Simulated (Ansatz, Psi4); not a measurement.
# How methods differ on C3H9In (trimethylindium (TMIn))

C3H9In: 13 atoms, total charge 0, spin state singlet. As SMILES, `[CH3][In]([CH3])[CH3]`. The coordinates come from a PBE0-D4/def2-TZVP relaxation.

Quantity: the electronic atomisation energy, in eV. The values are calculated. Electronic energies at fixed atoms, without zero-point motion or spin-orbit coupling.

```
                            level                    kind  program  value (eV)  CPU time (all runs)
   BLYP/def2-SVP (core potential)                     GGA   Ansatz       45.35                 15 s
 revPBE/def2-SVP (core potential)                     GGA   Ansatz       45.32                 15 s
  B3LYP/def2-SVP (core potential)           global hybrid   Ansatz       45.96                 18 s
   PBE0/def2-SVP (core potential)           global hybrid   Ansatz       46.45                 18 s
wB97X-V/def2-SVP (core potential)  range-separated hybrid     Psi4       46.67              5.4 min
 B2PLYP/def2-SVP (core potential)           double hybrid   Ansatz       45.57                 27 s
RPA@PBE/def2-SVP (core potential)                     RPA   Ansatz       43.17                 36 s
    MP2/def2-SVP (core potential)     perturbation theory   Ansatz       44.51                  8 s
```

The values span 43.17 to 46.67 eV. In the correlated wave-function rows the outer d shell of In is correlated, in sets not made for it. CPU times are rough (shared hosts, several kinds of processor): they show what a rung costs within a factor of a few.
